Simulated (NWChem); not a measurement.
# C₄H₃NS; SMILES C#CC1SCN=1

```xyz
9

C      0.1615     2.8932     0.0000
C     -0.0601     1.6885     0.0000
C     -0.2505     0.2820     0.0000
N     -1.3613    -0.4086     0.0000
C     -0.7095    -1.7073     0.0000
S      1.0251    -0.9785     0.0000
H      0.3402     3.9601     0.0000
H     -0.9080    -2.3087     0.9114
H     -0.9080    -2.3087    -0.9114
```
Atoms are numbered in this order, from 1.

Results from NWChem. Geometry: optimised at PBE-D3(BJ)/def2-SVP. Level: PBE/def2-SVP with SMD (1 M gas to 1 M solution), gas-phase geometry.

Problem. Among these, which solvent gives the lowest value of “solvation free energy (kcal/mol)”?
A. ethyl acetate
B. water
C. ethylene glycol
D. chlorobenzene

Solution. B, water. Values: water -7.2; chlorobenzene -5.8; ethyl acetate -5.1; ethylene glycol -4.0
